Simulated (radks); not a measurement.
Spherical quantum dot in the effective-mass picture: electrons in a well V = -V0 / (1 + exp((r - R)/a)) with V0 = 25.4, R = 2.89, a = 0.19, all in effective atomic units (hartree* = m*/eps^2 hartree, bohr* = eps/m* bohr), one dielectric constant everywhere. Calculated with a radial shooting solver with Libxc functionals: non-relativistic Kohn-Sham, PBE, spin-polarised, spherical densities. Levels are named by radial order and angular momentum (1s, 1p, 1d, 2s, ...), and open shells are averaged over m. Results are scaled to m* = 0.039 and eps = 9.3, for which hartree* = 12.27 meV and bohr* = 12.62 nm.

N = 36, configuration 1s2 1p6 1d10 2s2 1f14 1g(up 2, down 0). This is the lowest configuration that the search found. Occupied and some empty levels:

| level | occupation | eigenvalue (meV) | <r> (nm) |
|---|---|---|---|
| 1s up | 1 | -98.756 | 23.98 |
| 1s down | 1 | -98.500 | 23.93 |
| 1p up | 3 | -94.705 | 24.94 |
| 1p down | 3 | -94.426 | 24.91 |
| 1d up | 5 | -87.723 | 25.82 |
| 1d down | 5 | -87.422 | 25.80 |
| 1f up | 7 | -78.238 | 26.60 |
| 1f down | 7 | -77.919 | 26.59 |
| 2s up | 1 | -70.934 | 16.80 |
| 2s down | 1 | -70.847 | 16.81 |
| 1g up | 2 | -66.519 | 27.30 |
| 1g down | 0 | -66.186 | 27.29 |
| 2p up | 0 | -58.691 | 19.83 |
| 2p down | 0 | -58.570 | 19.82 |
| 1h up | 0 | -52.755 | 27.93 |
| 1h down | 0 | -52.412 | 27.93 |
| 2d up | 0 | -44.361 | 21.84 |
| 2d down | 0 | -44.210 | 21.83 |
| 3s up | 0 | -37.293 | 18.27 |
| 3s down | 0 | -37.161 | 18.28 |

Energy (meV): total -6520.60, kinetic 899.77, external -10732, Hartree 3599.6, exchange-correlation -288.03.

Electron density:

| r (nm) | n(r) (e/nm^3) |
|---|---|
| 1.04 | 0.0001598 |
| 3.66 | 0.0001530 |
| 6.27 | 0.0001401 |
| 8.89 | 0.0001249 |
| 11.5 | 0.0001145 |
| 14.1 | 0.0001189 |
| 16.7 | 0.0001495 |
| 19.4 | 0.0002114 |
| 22.0 | 0.0002901 |
| 24.6 | 0.0003450 |
| 27.2 | 0.0003255 |
| 29.8 | 0.0002194 |
| 32.4 | 0.00009407 |
| 35.0 | 0.00002361 |
| 37.7 | 3.480e-06 |
| 40.3 | 3.582e-07 |
| 42.9 | 3.114e-08 |
| 45.5 | 2.576e-09 |
| 48.1 | 2.212e-10 |
| 50.7 | 1.945e-11 |
